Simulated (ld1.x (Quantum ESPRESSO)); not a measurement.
# Before and after: TM potential for tantalum

ld1.x (Quantum ESPRESSO) 7.5 input, shortened:

```
&input
   title='Ta', zed=73., rel=1, dft='PBE', iswitch=3,
   config='[Xe] 4f14 5d2 5f-2 6s0 6p0'
 /
 &inputp
   pseudotype=2, tm=.true., lloc=-2, rcloc=1.50,
   nlcc=.false.
 /
4
5S  1  0   2.00   0.00  1.45  1.45  0.0
5P  2  1   6.00   0.00  1.65  1.65  0.0
5D  3  2   2.00   0.00  1.80  1.80  0.0
5F  4  3  -2.00  -0.10  1.75  1.75  0.0
 &test
   configts(1)='5s2 5p6 5d2 6s0 6p0'
 /
```

Change: wave 5d (bound): rc 1.80 bohr becomes 5d (bound): rc 1.46 bohr.

Cutoffs: the cutoffs (Ry, on a coarse ladder) from which the occupation-weighted sum of valence levels, in a spherical-Bessel basis at the reference potential, stays within 10 and 1 mRy of its value at 400 Ry; they do not see the model core or the augmentation charge, which bear on the density cutoff. Errors are all-electron minus pseudo energies relative to the spin-unpolarised reference configuration.

Problem. Predict the effect on cutoff, ghosts and configuration errors.

Solution. The potential gets softer (80 Ry and 140 Ry → 80 Ry and 120 Ry); the errors of the 7 common tests hardly move; neither file shows a bound ghost.

| quantity | base | changed |
| --- | --- | --- |
| cutoff, loose | 80 Ry | 80 Ry |
| cutoff, tight | 140 Ry | 120 Ry |
| bound ghosts | none | none |
| error for 5s2 5p6 5d3 6s2 6p0, meV [ΔE -47.04 eV] | -603 | -603 |
| error for 5s2 5p6 5d3 6s1 6p0, meV [ΔE -38.58 eV] | -380 | -380 |
| error for 5s2 5p6 5d3 6s0 6p0, meV [ΔE -23.60 eV] | +0.6 | +0.5 |
| error for 5s1 5p6 5d3 6s2 6p0, meV [ΔE 32.16 eV] | -1196 | -1198 |
| error for 5s2 5p6 5d3 6s1 6p1, meV [ΔE -42.86 eV] | -354 | -355 |
| error for 5s2 5p6 5d4 6s1 6p0, meV [ΔE -44.95 eV] | -258 | -258 |
| error for 5s2 5p6 5d3 6s0 6p2, meV [ΔE -38.45 eV] | -64 | -64 |
